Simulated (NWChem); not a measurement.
Molecule: C2H5InO; SMILES C=[CH][InH][OH]

```xyz
9

In    -0.3904    -0.4229     0.0000
H     -1.6282    -1.6103     0.0000
C     -0.3896     1.7211     0.0000
C      0.7487     2.4246     0.0000
H     -1.3382     2.2726     0.0000
H      0.7599     3.5227     0.0000
H      1.7360     1.9467     0.0000
O      1.4407    -1.2474     0.0000
H      2.1597    -0.6068     0.0000
```
Atoms are numbered in this order, from 1.

Level: PBE0/def2-SVP with def2 effective core potentials on In (NWChem), optimised geometry, unscaled harmonic frequencies. def2 effective core potentials on In; no spin-orbit coupling.

Task: List the harmonic frequencies with IR intensities, and the thermochemistry.

Result: 
```csv
frequency (cm⁻¹),IR intensity (km/mol)
58,3.0
104,9.3
260,19.5
293,112.7
388,23.1
468,69.8
491,50.6
507,25.5
599,58.2
763,122.5
987,8.9
992,31.2
1048,12.7
1246,10.4
1412,9.9
1665,5.8
1836,192.9
3122,20.2
3166,7.0
3213,10.2
3905,24.5
```

```yaml
zero_point_energy: 37.9 kcal/mol
thermal correction to the enthalpy at 298.15 K (with zero-point energy): 42.7 kcal/mol
heat capacity Cv: 21.8 cal/(mol K)
entropy at 298.15 K and 1 atm (symmetry number 1): 82.6 cal/(mol K)
```

Rigid rotor and harmonic oscillator; modes under 100 cm⁻¹ make the entropy uncertain.
